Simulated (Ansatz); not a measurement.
Cost and result for the atomization energy of C₁₀H₂₀, SMILES `CCCCC1CCCCC1` (30 atoms, 30 bonds).

Z-matrix (Å, degrees):
```
C
C 1 1.520
H 1 1.092 2 112.0
H 1 1.094 2 110.9 3 -120.2
H 1 1.092 2 111.2 3 120.1
C 2 1.524 1 114.2 3 63.5
H 2 1.097 1 109.5 3 -59.2
H 2 1.095 1 109.0 3 -174.7
C 6 1.521 2 114.1 1 -65.4
H 6 1.098 2 109.2 1 57.1
H 6 1.095 2 108.5 1 172.2
C 9 1.529 6 114.3 2 178.2
H 9 1.096 6 108.8 2 -57.7
H 9 1.096 6 109.4 2 57.4
C 12 1.531 9 113.6 6 65.5
C 12 1.530 9 111.6 6 -170.4
H 12 1.098 9 106.7 6 -53.0
C 15 1.523 12 112.6 9 70.7
H 15 1.097 12 108.3 9 -169.2
H 15 1.093 12 110.7 9 -53.4
C 16 1.524 12 112.8 9 -71.9
H 16 1.095 12 109.8 9 51.5
H 16 1.097 12 108.7 9 167.7
C 18 1.523 15 111.2 12 55.7
H 18 1.096 15 109.9 12 -65.6
H 18 1.094 15 109.8 12 178.0
H 21 1.096 16 109.9 12 65.8
H 21 1.094 16 109.9 12 -177.8
H 24 1.094 18 110.5 15 -177.9
H 24 1.098 18 108.9 15 65.5
```

The species carries charge 0 and has multiplicity 1. The structure was optimised at the PBE0-D4/def2-TZVP level. It is a higher conformer; a search finds a lower one. Program: Ansatz. All runs use 4 threads of an AMD EPYC 7R13 on a shared host and a share of an NVIDIA H100 80 GB. Times are those of one run each, without the atoms' runs, and a repeat can differ threefold. Electronic energies, without spin–orbit coupling; frozen cores. CCSD(T)/CBS adds CCSD(T) − MP2 in def2-TZVPP to the MP2 limit, and its time is that of the two runs behind it. T1 = 0.009.

CCSD(T)/CBS is a level of theory with its own doubt, some kJ/mol a heavy atom from the limit and from the frozen cores, so smaller differences don't rank the functionals.

```json
{"level": "LDA (SPW92)/def2-TZVPP", "functions": "590", "wall time": "2.4 s", "atomization (kJ/mol)": "13959.7", "difference from CCSD(T)/CBS": "1656.4", "per bond": "55.2"}
{"level": "BLYP-D4/def2-TZVPP", "functions": "590", "wall time": "2.4 s", "atomization (kJ/mol)": "12220.3", "difference from CCSD(T)/CBS": "-83.0", "per bond": "-2.8"}
{"level": "r2SCANh-D4/def2-TZVPP", "functions": "590", "wall time": "3.4 s", "atomization (kJ/mol)": "12299.7", "difference from CCSD(T)/CBS": "-3.6", "per bond": "-0.1"}
{"level": "PBE-QIDH/def2-TZVPP", "functions": "590", "wall time": "3.5 s", "atomization (kJ/mol)": "12333.2", "difference from CCSD(T)/CBS": "29.9", "per bond": "1.0"}
{"level": "B2PLYP/def2-TZVPP", "functions": "590", "wall time": "3.5 s", "atomization (kJ/mol)": "12180.6", "difference from CCSD(T)/CBS": "-122.7", "per bond": "-4.1"}
{"level": "revPBE-D4/def2-TZVPP", "functions": "590", "wall time": "3.8 s", "atomization (kJ/mol)": "12292.0", "difference from CCSD(T)/CBS": "-11.3", "per bond": "-0.4"}
{"level": "CCSD(T)/def2-SVP", "functions": "240", "wall time": "4.3 s", "atomization (kJ/mol)": "11899.2", "difference from CCSD(T)/CBS": "-404.1", "per bond": "-13.5"}
{"level": "ωB97M-V/def2-TZVPP (with forces)", "functions": "590", "wall time": "4.9 s", "atomization (kJ/mol)": "12341.7", "difference from CCSD(T)/CBS": "38.4", "per bond": "1.3"}
{"level": "r2SCAN-D4/def2-TZVPP (with forces)", "functions": "590", "wall time": "5.5 s", "atomization (kJ/mol)": "12335.4", "difference from CCSD(T)/CBS": "32.1", "per bond": "1.1"}
{"level": "B97M-V/def2-TZVPP", "functions": "590", "wall time": "8.5 s", "atomization (kJ/mol)": "12326.5", "difference from CCSD(T)/CBS": "23.2", "per bond": "0.8"}
{"level": "MP2/def2-QZVPP", "functions": "1170", "wall time": "23 s", "atomization (kJ/mol)": "12329.5", "difference from CCSD(T)/CBS": "26.2", "per bond": "0.9"}
{"level": "CCSD(T)/def2-TZVPP", "functions": "590", "wall time": "3.2 min", "atomization (kJ/mol)": "12057.6", "difference from CCSD(T)/CBS": "-245.7", "per bond": "-8.2"}
{"level": "CCSD(T)/CBS(def2)", "functions": "–", "wall time": "3.6 min", "atomization (kJ/mol)": "12303.3", "difference from CCSD(T)/CBS": "0.0", "per bond": "0.0"}
```

From BLYP to BHLYP (50 % exact exchange), in def2-TZVPP and without D4, the atomization energy moves by −78.4 kJ/mol: exact exchange takes away binding that semilocal exchange gives to molecules. The D4 term adds +117.2 kJ/mol with B3LYP and +63.7 kJ/mol with PBE0; it sums over pairs of atoms, weighted by their polarisabilities, and B3LYP, whose exchange is more repulsive, gets the larger term. In def2-TZVPP, CCSD(T) changes the Hartree–Fock value by +2716.7 kJ/mol (the triples alone add +145.7 kJ/mol) and MP2 by +2845.0 kJ/mol; breaking electron pairs costs correlation energy, which Hartree–Fock lacks.

B3LYP here is the variant with VWN-RPA as its local correlation; programs differ in this.
